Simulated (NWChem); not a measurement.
A series in which one site is exchanged, each optimised at PBE0/def2-SVP with NWChem, gas phase unless a solvent is named. All stand in one matching conformer (torsions within 35°), which need not be the lowest. Some are not confirmed as minima by frequencies. def2 effective core potentials on I; no spin-orbit coupling.

A: C[O][Mg][F] (CH3FMgO; site = F)
B: C[O][Mg][I] (CH3IMgO; site = I)
C: C[O][Mg][Cl] (CH3ClMgO; site = Cl)
D: C[O][MgH] (CH4MgO; site = H)

Values for A:

| Property | Value |
|---|---|
| dipole (D), PBE0/def2-SVP | 1.64 |
| orbital gap (eV), PBE0/def2-SVP | 5.95 |
| vertical ionisation energy, ΔSCF, CAM-B3LYP/def2-SVP (eV) | 9.99 |
| static polarisability, CAM-B3LYP/def2-SVPD (bohr³) | 35.6 |

### Question
How do these values change for the other members?

### Answer
```
change from A                                                  B      C      D
---------------------------------------------------------  -----  -----  -----
dipole (D), PBE0/def2-SVP                                  -0.38  -0.03  -1.52
orbital gap (eV), PBE0/def2-SVP                            -0.13  +0.01  +0.58
vertical ionisation energy, ΔSCF, CAM-B3LYP/def2-SVP (eV)  -0.40  -0.05  -0.40
static polarisability, CAM-B3LYP/def2-SVPD (bohr³)         +39.5  +15.6   +9.0
```
